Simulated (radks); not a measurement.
Effect of the nuclear size on the palladium ion Pd+, [Kr] 4d9. Calculated with a radial shooting solver on a logarithmic mesh with Libxc functionals: Dirac Kohn-Sham, LDA (Slater exchange, Perdew-Wang correlation), spin-unpolarised, spherical densities, finite nucleus; open shells fill j = l - 1/2 first; Fermi nuclear charge, rms radius 4.5318 fm. The rms radius is varied about that value; shifts are against it.

| rms radius (fm) | total energy shift (eV) | density at nucleus (e/bohr^3) | 1s1/2 shift (meV) | 2s1/2 shift (meV) | 4s1/2 shift (meV) | 4p1/2 shift (meV) | 5s1/2 (empty) shift (meV) |
|---|---|---|---|---|---|---|---|
| 3.9925 | -0.559 | 1.344e+05 | -236 | -26.1 | -0.921 | 0.028 | -0.090 |
| 4.3687 | -0.176 | 1.329e+05 | -74.0 | -8.20 | -0.289 | 0.009 | -0.028 |
| 4.5318 | 0 | 1.322e+05 | 0.000 | 0.000 | 0.000 | 0.000 | 0.000 |
| 4.8898 | 0.405 | 1.309e+05 | 171 | 18.9 | 0.667 | -0.020 | 0.065 |
| 5.4608 | 1.11 | 1.291e+05 | 466 | 51.7 | 1.82 | -0.055 | 0.179 |

Slopes of the eigenvalues against <r^2> in GHz/fm^2, as finite differences over the two radii next to the reference (eigenvalue slopes, not the field-shift constants of lines): 1s1/2 12300, 2s1/2 1360, 4s1/2 47.9, 4p1/2 -1.45, 5s1/2 (empty) 4.70.
